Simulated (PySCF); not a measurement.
Can point charges reproduce the dipole moment of `Oc1ccc(Cl)cn1` (5-chloro-2-hydroxypyridine)?

Coordinates (GFN2-xTB, Å) and charges (e) from the PBE0/pcSseg-1 density (PySCF):

```
atom       x       y       z  Mulliken      IAO  Hirshfeld  ESP-fitted
  O1  -2.542  -0.236  -0.191   -0.3714  -0.4692    -0.1812     -0.6424
  C2  -1.210  -0.142  -0.072   +0.4522  +0.3371    +0.1362     +0.9765
  C3  -0.528   0.908  -0.695   -0.1596  -0.2078    -0.0635     -0.7392
  C4   0.841   0.968  -0.547   +0.1425  -0.1230    -0.0374     +0.3633
  C5   1.475  -0.014   0.210   -0.3466  -0.0683    -0.0057     -0.5038
 Cl6   3.188   0.019   0.422   -0.0843  -0.0277    -0.0337     -0.0391
  C7   0.713  -1.014   0.789   +0.2877  -0.0114    +0.0081     +0.5991
  N8  -0.600  -1.071   0.647   -0.4943  -0.3250    -0.1803     -0.8452
  H9  -2.835  -1.017   0.300   +0.2426  +0.3736    +0.1806     +0.4365
 H10  -1.075   1.637  -1.268   +0.1120  +0.1751    +0.0601     +0.2675
 H11   1.414   1.757  -1.008   +0.1050  +0.1757    +0.0621     +0.0901
 H12   1.161  -1.796   1.386   +0.1142  +0.1709    +0.0547     +0.0366
```

**Question.** Compute μ = Σ q r for each scheme (1 e·Å = 4.803 D) and compare with the dipole of the full density.

**Answer.** The full density gives (-0.65, 0.40, -0.36) D, 0.84 D in size; dipole vectors point from the negative to the positive end.

```json
{"scheme": "Mulliken", "μx": "-0.98", "μy": "0.83", "μz": "-0.70", "size (D)": "1.47", "share of the full size (%)": "174", "angle to the full dipole (°)": "9"}
{"scheme": "IAO", "μx": "-0.06", "μy": "0.12", "μz": "-0.09", "size (D)": "0.16", "share of the full size (%)": "18", "angle to the full dipole (°)": "29"}
{"scheme": "Hirshfeld", "μx": "-0.62", "μy": "0.19", "μz": "-0.22", "size (D)": "0.68", "share of the full size (%)": "81", "angle to the full dipole (°)": "15"}
{"scheme": "ESP-fitted", "μx": "-0.68", "μy": "0.41", "μz": "-0.37", "size (D)": "0.88", "share of the full size (%)": "104", "angle to the full dipole (°)": "1"}
```

**Question.** Which set comes closest?

**Answer.** Length of the difference vector: ESP-fitted 0.03 D, Hirshfeld 0.26 D, Mulliken 0.65 D, IAO 0.71 D. Closest: ESP-fitted. The schemes that divide the density aren't constrained to reproduce the dipole.

**Question.** What is left for the Hirshfeld atoms' own dipoles?

**Answer.** The shares of the density sum to the whole, so what Σ q r misses lies in dipoles about the nuclei. The atomic dipoles sum to (-0.65, 0.40, -0.36) − (-0.62, 0.19, -0.22) = (-0.03, 0.21, -0.14) D, 0.26 D in size.

**Question.** With the origin at the mean of the coordinates, (0.000, 0.000, -0.002) Å, which are the largest single terms, by size, of the Mulliken dipole along the direction of the full one?

**Answer.** O1 -3.44, C5 +2.05, C2 +1.94, C7 -1.89, H9 +1.83 D; all 12 atoms together +1.45 D. The single terms depend on the origin, their sum doesn't.

**Question.** Give the size of the full dipole in other units.

**Answer.** 0.84 D = 0.332 au = 0.176 e·Å = 2.82 × 10⁻³⁰ C·m.

One conformer (not necessarily the lowest) at the GFN2-xTB geometry, without solvent, vibrations or thermal averaging.

The values belong to the conformer `[OH:1][c:2]1[cH:3][cH:4][c:5]([Cl:6])[cH:7][n:8]1`: H–O1–C2–C3 180°.
